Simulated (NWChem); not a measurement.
# CH₅ClFNSi; SMILES C[Si](F)(N)Cl

```xyz
10

C      1.6298     1.0858     0.4567
Si    -0.0049     0.3025     0.0402
N     -1.2292     0.7555     1.1448
F     -0.3549     0.6659    -1.4978
Cl     0.1026    -1.7679     0.1019
H      1.9670     0.7748     1.4502
H      1.5483     2.1795     0.4482
H      2.3945     0.8029    -0.2738
H     -2.0936     0.2300     1.1962
H     -1.3736     1.7330     1.3697
```
Atoms are numbered in this order, from 1.

Program: NWChem. All runs use the structure optimised with B3LYP/6-31G* (spherical d). B3LYP is NWChem's, with the RPA form of VWN correlation. Static field.

For level B3LYP/def2-SVPD:

| Quantity | Result |
|---|---|
| isotropic polarisability (bohr³) | 59.0 |

Problem. How do the values read with level PBE/def2-SVPD instead?

Solution. 
- isotropic polarisability (bohr³): 61.3
